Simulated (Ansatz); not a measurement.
Consider the substitution at a C–B bond: `C=CBI` + `CC[SeH]` → `C=C[Se]CC` + `BI`.

Computed with Ansatz on PBE0-D4/def2-TZVP structures; ΔE is electronic, products minus reactants. CCSD(T)/CBS adds triple-zeta CCSD(T) − MP2 to the extrapolated MP2 energy (def2 sets, frozen cores). DFT in def2-TZVPP. B3LYP here is the variant with VWN-RPA as its local correlation; programs differ in this. Elements past krypton have def2 core potentials. For I, Se outer-core shells are correlated without core-valence functions, which leaves a few kJ/mol of doubt a bond. Scalar relativity is left out up to krypton. Each species was taken in one conformer, which may not be the lowest.

`C=CBI`:

```xyz
8

C     0.902   -0.877   -0.469
C     0.447    0.178    0.219
B    -1.040    0.521    0.179
I    -1.809    2.181    1.252
H     0.227   -1.493   -1.056
H     1.949   -1.165   -0.474
H     1.153    0.770    0.796
H    -1.830   -0.114   -0.447
```

`CC[SeH]`:

```xyz
9

C    -0.046    0.948   -0.256
C     0.561   -0.366    0.182
Se   -0.709   -1.583    1.041
H     0.721    1.597   -0.690
H    -0.503    1.470    0.586
H    -0.819    0.793   -1.012
H     1.329   -0.216    0.944
H     1.025   -0.900   -0.648
H    -1.558   -1.743   -0.147
```

`C=C[Se]CC`:

Cartesian coordinates in Å:
```
C 0.183 -1.298 1.489
C -0.676 -0.317 1.740
Se -0.894 1.326 0.842
C 0.403 1.109 -0.595
C -0.071 0.209 -1.717
H 0.191 -2.183 2.114
H 0.899 -1.267 0.677
H -1.376 -0.399 2.565
H 1.331 0.758 -0.141
H 0.581 2.127 -0.947
H -0.964 0.616 -2.193
H 0.707 0.110 -2.480
H -0.315 -0.790 -1.352
```

`BI`:

```xyz
4

B    -0.115    0.188   -0.114
I     0.854   -1.404    0.852
H    -1.259    0.377    0.142
H     0.520    0.838   -0.880
```

Is it downhill or uphill in electronic energy at CCSD(T)/CBS, and by how much? (Best estimate.)

The calculation gave: Uphill: ΔE = +61.0 kJ/mol.

What do these levels give: PBE-D4, ωB97X-V, ωB97M-V, PBE, r2SCAN, PBE0, B3LYP, HF/def2-TZVPP, SCS-MP2/def2-TZVPP, HF/def2-QZVPP, SCS-MP2/def2-QZVPP, CCSD/CBS(def2)? (An estimate is asked.)

Ansatz gave: PBE-D4 59.0, ωB97X-V 61.7, ωB97M-V 64.0, PBE 62.8, r2SCAN 62.9, PBE0 66.0, B3LYP 68.1, HF/def2-TZVPP 76.8, SCS-MP2/def2-TZVPP 58.7, HF/def2-QZVPP 76.8, SCS-MP2/def2-QZVPP 59.8, CCSD/CBS(def2) 63.6 kJ/mol.

Largest T1 diagnostic among the species: 0.012.

The D4 term adds −5.9 kJ/mol with B3LYP and −3.3 kJ/mol with PBE0; it sums over pairs of atoms, weighted by their polarisabilities, and B3LYP, whose exchange is more repulsive, gets the larger term. In def2-TZVPP, CCSD(T) changes the Hartree–Fock value by −17.3 kJ/mol (the triples alone add −2.6 kJ/mol) and MP2 by −20.0 kJ/mol.
